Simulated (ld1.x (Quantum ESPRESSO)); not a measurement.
# Transferability test, RRKJ potential for Cs (Z = 55)

ld1.x (Quantum ESPRESSO) 7.5 input, shortened:

```
&input
   title='Cs', zed=55., rel=1, dft='PW91', iswitch=3,
   config='[Xe] 5d0 6s1 6p0'
 /
 &inputp
   pseudotype=2, tm=.false., rho0=0.005, lloc=0,
   nlcc=.true., new_core_ps=.true., rcore=1.85
 /
3
5P  2  1   6.00   0.00  2.45  2.45  0.0
5D  3  2   0.00   0.00  4.20  4.20  0.0
6S  1  0   1.00   0.00  4.15  4.15  0.0
 &test
   configts(1)='5p6 5d0 6s1 6p0'
 /
```

Energies are relative to the spin-unpolarised reference configuration 5p6 5d0 6s1 6p0; without spin polarisation the order of configurations can differ from experiment.

| valence configuration | charge | ΔE all-electron (eV) | error AE − PS (meV) |
| --- | --- | --- | --- |
| 5p6 5d0 6s0 6p0 | +1 | 3.893 | -1.8 |
| 5p6 5d0 6s0.5 6p0 | +0.5 | 1.467 | +0.1 |
| 5p6 5d0 6s0 6p1 | 0 | 1.363 | -125 |
| 5p5 5d0 6s1 6p0 | +1 | 17.917 | -157 |
| 5p6 5d0.5 6s0.5 6p0 | 0 | 0.836 | -1.3 |
| 5p6 5d1 6s0 6p0 | 0 | 1.660 | -4.0 |

Levels in the configuration 5p6 5d0 6s0 6p1:

```tsv
level	all-electron (eV)	pseudo (eV)
5p	-14.807	-15.042
6p	-1.301	-1.271
```
